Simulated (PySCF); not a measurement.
Compound: C₃H₁₂BPSi.
Numbering: `[CH3:1][CH2:2][B:3]([CH3:4])[PH:5][SiH3:6]` (hydrogens: H7, H8, H9 on C1; H10, H11 on C2; H12, H13, H14 on C4; H15 on P5; H16, H17, H18 on Si6)

Theory: core-valence-separated Tamm–Dancoff BHandHLYP/aug-pcX-1 (pcseg-1 on H, def2-SVPD on P, def2-SVPD on Si) in PySCF, non-relativistic, gas phase, PBE0-D3(BJ)/def2-SVP geometry.

Computed carbon K-edge spectrum, Gaussian lines of 0.3 eV full width, highest printed point 100; it ends one width below the last computed root. No shift to experiment was applied.

(photon energy (eV), absorption): (284.5, 0), (284.6, 2), (284.7, 7), (284.8, 16), (284.9, 24), (285.0, 21), (285.1, 13), (285.2, 9), (285.3, 14), (285.4, 34), (285.5, 70), (285.6, 100), (285.7, 93), (285.8, 65), (285.9, 60), (286.0, 75), (286.1, 66), (286.2, 34)

Where are the maxima, and which lines make them up?

3 maxima:
- 284.9 eV: C2 (sp3 carbon bound to boron), 284.93 eV, f = 0.013, 74 % of the height at the exact maximum; C4 (sp3 carbon bound to boron), 284.85 eV, f = 0.005, 21 % of the height at the exact maximum
- 285.6 eV: C4 (sp3 carbon bound to boron), 285.64 eV, f = 0.030, 38 % of the height at the exact maximum; C4 (sp3 carbon bound to boron), 285.70 eV, f = 0.027, 30 % of the height at the exact maximum; C2 (sp3 carbon bound to boron), 285.56 eV, f = 0.027, 30 % of the height at the exact maximum
- 286.0 eV: C1 (methyl carbon), 286.01 eV, f = 0.026, 45 % of the height at the exact maximum; C1 (methyl carbon), 286.05 eV, f = 0.024, 42 % of the height at the exact maximum

Further lines of some strength in the range: C1, 285.13 eV, f = 0.003; C1, 285.40 eV, f = 0.006; C2, 286.07 eV, f = 0.003; C4, 286.11 eV, f = 0.003.

Roots within 0.03 eV on the same or equivalent atoms count as one line; shares under 12 % aren't listed.

Vibrational structure and lifetime widths aren't in the curve. The ionisation threshold wasn't computed; near and above it a finite basis only mimics Rydberg series and continuum.

Conformer computed: `[CH3:1][CH2:2][B:3]([CH3:4])[PH:5][SiH3:6]`: C1–C2–B3–C4 16°, C2–B3–P5–Si6 -124°.

One conformer stands for the species.
